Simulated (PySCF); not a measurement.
## Electronic absorption of C4H8F2Si

Compound: C₄H₈F₂Si.
SMILES: `F[C@@H]1CC[SiH2][C@H]1F`

Method: TDDFT CAM-B3LYP/def2-SVPD, vertical, gas phase, core orbitals frozen in the response (PySCF 2.14.0, density-fitted response routines). One conformer (not necessarily the lowest) at the GFN2-xTB geometry, without solvent, vibrations or thermal averaging.

Problem. List the vertical singlet excitations with oscillator strengths and describe the spectrum.

Solution. 

```json
{"state": "S1", "λ (nm)": "168.6", "E (eV)": "7.35", "f": "0.016", "|μ| (D)": "0.76", "main configurations (H = HOMO, L = LUMO)": "H→L+2 (35%), H→L (30%), H→L+1 (16%)"}
{"state": "S2", "λ (nm)": "157.5", "E (eV)": "7.87", "f": "0.0047", "|μ| (D)": "0.40", "main configurations (H = HOMO, L = LUMO)": "H→L+1 (48%), H→L (30%)"}
{"state": "S3", "λ (nm)": "155.1", "E (eV)": "7.99", "f": "0.071", "|μ| (D)": "1.53", "main configurations (H = HOMO, L = LUMO)": "H→L+2 (24%), H→L (24%), H→L+1 (21%)"}
{"state": "S4", "λ (nm)": "150.1", "E (eV)": "8.26", "f": "0.044", "|μ| (D)": "1.19", "main configurations (H = HOMO, L = LUMO)": "H-1→L (44%), H-1→L+1 (21%), H→L+3 (14%)"}
{"state": "S5", "λ (nm)": "146.6", "E (eV)": "8.46", "f": "0.014", "|μ| (D)": "0.65", "main configurations (H = HOMO, L = LUMO)": "H-1→L+2 (32%), H-1→L (25%), H-1→L+1 (22%)"}
{"state": "S6", "λ (nm)": "145.2", "E (eV)": "8.54", "f": "0.0079", "|μ| (D)": "0.49", "main configurations (H = HOMO, L = LUMO)": "H-2→L+2 (30%), H-2→L (28%), H-2→L+3 (10%)"}
{"state": "S7", "λ (nm)": "143.1", "E (eV)": "8.66", "f": "0.022", "|μ| (D)": "0.82", "main configurations (H = HOMO, L = LUMO)": "H-1→L+2 (28%), H-1→L+3 (25%), H-1→L+1 (14%)"}
{"state": "S8", "λ (nm)": "142.0", "E (eV)": "8.73", "f": "0.129", "|μ| (D)": "1.97", "main configurations (H = HOMO, L = LUMO)": "H→L+2 (24%), H→L+3 (23%), H→L+4 (20%)"}
```

Triplets (Tamm–Dancoff): T1 6.83 eV, H→L (30%), H→L+2 (26%), H→L+1 (20%); T2 7.24 eV, H→L+2 (32%), H→L+1 (24%), H→L (15%); T3 7.63 eV, H→L+1 (37%), H→L (31%).

The lowest singlet lies at 7.35 eV (169 nm, vacuum ultraviolet) and is weak; its leading configuration is HOMO→LUMO+2 (35%). The strongest level in the table is S8 at 8.73 eV (142 nm, f = 0.129). It is the last of those listed, so stronger ones may follow. Löwdin shares by element: HOMO carbon 40% or more, silicon 20%, fluorine 18% or more (atoms not listed hold the other 22%); LUMO silicon 28%, hydrogen 18% or more, carbon 12% or more (atoms not listed hold the other 42%). The oscillator strengths of these states sum to 0.309; summed over the whole spectrum of an exact calculation they would give the number of electrons, 64 (Thomas–Reiche–Kuhn). The listed states span 1.38 eV, and the widest gap between neighbours is 0.52 eV (S1 to S2). Orbital energies (eV): HOMO-3 -11.19, HOMO-2 -10.80, HOMO-1 -10.38, HOMO -9.64, LUMO 1.11, LUMO+1 1.27, LUMO+2 1.59. Singlets were solved by full linear response, triplets in the Tamm–Dancoff approximation.

Hardware: one thread, Arm Neoverse N1 (aarch64), shared host with 64 logical CPUs at a one-minute load of 58. Cost: 98 s (with the writing of density and orbital grids), 0.97 GiB resident at most.
